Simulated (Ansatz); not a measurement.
CH$_{5}$AlBrNSi, SMILES `C=[N][AlH][SiH2]Br` at its PBE0-D4/def2-TZVP geometry, where that method's forces vanish. The species carries charge 0 and has multiplicity 1.

```csv
atom,x (Å),y (Å),z (Å)
C1,0.248,0.359,-2.403
N2,0.139,-0.344,-1.385
Al3,-0.020,-1.232,0.106
Si4,-0.210,0.209,2.079
Br5,-0.137,2.351,1.413
H6,-0.624,0.699,-2.980
H7,1.224,0.685,-2.792
H8,-0.029,-2.812,0.066
H9,-1.484,0.046,2.832
H10,0.893,0.038,3.065
```

(1) For each bond, give half the difference of the two atoms' forces along it (eV/Å; positive pushes the atoms apart) under PBE-D4, r2SCAN-D4, B3LYP-D4, ωB97M-V in def2-TZVPP. (Estimate.)

## Answers

(1) Ansatz gave: 
```
   bond  length (Å)  PBE-D4  r2SCAN-D4  B3LYP-D4  ωB97M-V
  C1–N2       1.243    0.53       0.23      0.15     0.18
  C1–H6       1.100   -0.03      -0.06     -0.08    -0.14
  C1–H7       1.100   -0.03      -0.06     -0.08    -0.14
 N2–Al3       1.742   -0.10      -0.07      0.00     0.05
Al3–Si4       2.451   -0.16      -0.01      0.02     0.01
 Al3–H8       1.581    0.00      -0.04     -0.12    -0.15
Si4–Br5       2.244    0.16       0.07      0.27     0.09
 Si4–H9       1.489    0.11      -0.01     -0.10    -0.13
Si4–H10       1.489    0.11      -0.01     -0.10    -0.13
```

B3LYP here is the variant with VWN-RPA as its local correlation; programs differ in this.
